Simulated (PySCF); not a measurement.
**Property card for `C#C[C@H](C#N)COC`**

Species: C6H7NO.
Geometry (GFN2-xTB, Å), atoms numbered from 1 in this order:
```
atom  x, y, z in Å
C1    -3.0220   -1.3232   -0.4839
C2    -2.1365   -0.6123   -0.1089
C3    -1.0496    0.2583    0.3102
C4    -1.3041    1.5976   -0.1841
N5    -1.5128    2.6419   -0.5958
C6     0.3036   -0.2540   -0.2163
O7     1.3232    0.4638    0.4304
C8     2.6068    0.1411   -0.0375
H9    -3.8030   -1.9519   -0.7919
H10   -1.0007    0.2987    1.4061
H11    0.3578   -0.1176   -1.3084
H12    0.3902   -1.3325   -0.0019
H13    3.3046    0.7458    0.5371
H14    2.8278   -0.9227    0.1154
H15    2.7104    0.3750   -1.1039
```

Some functional groups and rings: nitrile, alkyne and ether.

**GFN2-xTB geometry**

```
Point group of the GFN2-xTB geometry                  : C1
Rotational constants A, B, C of the GFN2-xTB geometry : 3.058, 1.335, 0.980 GHz
```

PBE0/def2-SVPD ground state and vertical TDDFT (core frozen in the response) (PySCF):

```
Dipole moment                                                     : 4.47 D
HOMO energy                                                       : -8.12 eV
LUMO energy                                                       : 0.10 eV
HOMO–LUMO gap                                                     : 8.22 eV
Lowest singlet excitation                                         : 6.69 eV (185 nm, f = 0.001)
Strongest line among the 6 lowest singlet transitions             : S5 at 7.35 eV (169 nm, f = 0.020)
Lowest triplet excitation (Tamm–Dancoff)                          : 5.40 eV
Static isotropic polarisability                                   : 77.1 au
Electronic spatial extent ⟨r²⟩ about the centre of nuclear charge : 1164 bohr²
```

PBE0/pcSseg-1 ground state and GIAO shieldings, non-relativistic (PySCF):

```
Lowest Hirshfeld atomic charge                              : -0.22 e on N5
Highest Hirshfeld atomic charge                             : +0.10 e on H9
13C chemical shifts (computed TMS as zero) by class         : 121.9 (C4), 80.7 (C1), 79.9 (C6), 79.8 (C2), 61.3 (C8), 24.3 (C3) ppm
1H chemical shifts (computed TMS as zero) by class          : 3.67 (H12), 3.67 (H11), 3.61 (H13/H14/H15), 3.49 (H10), 1.75 (H9) ppm
Isotropic shieldings of nuclei other than C and H, by class : -33 (N5), 306 (O7) ppm
Mayer bond orders between heavy atoms                       : C1–C2 2.54, C2–C3 0.94, C3–C4 0.98, C4–N5 3.06, C3–C6 0.98, C6–O7 0.94, O7–C8 0.92
```

Monoisotopic mass (most abundant isotopes): 109.0528 u.

In atomic units the dipole is 1.76 e·bohr (1 au = 2.5417 D). S1 lies 1.53 eV below the HOMO–LUMO gap; its leading configuration is HOMO−1→LUMO, weight 0.50. No computed singlet falls in the visible range (750 to 380 nm, 1.65 to 3.26 eV); S1 lies 3.43 eV above its blue end. The polarisability is 11.43 Å³ as a volume (1 au = 0.148185 Å³), or 1.33 au for each of the 58 electrons. With B = h/(8π²I), that is 505.379 GHz u Å² over I, the principal moments of inertia are 165.2, 378.5 and 515.9 u Å² (most abundant isotopes); the inertial defect Ic − Ia − Ib is -27.8 u Å² (zero for a rigid planar frame, negative otherwise). The vertical singlet–triplet gap S1 − T1 is 1.29 eV (TDDFT singlet less Tamm–Dancoff triplet; S1: HOMO−1→LUMO, weight 0.50; T1: HOMO−2→LUMO, weight 0.28, beside HOMO−1→LUMO+2, weight 0.22). In wavenumbers S1 is 53900 cm⁻¹ (1 eV = 8065.54 cm⁻¹).

Geometry: GFN2-xTB, one conformer, isolated molecule. NMR classes are plain means over equivalent atoms (diastereotopic ones count apart unless rotation or inversion swaps them), as if these changed places fast; in this geometry the members of some classes differ.
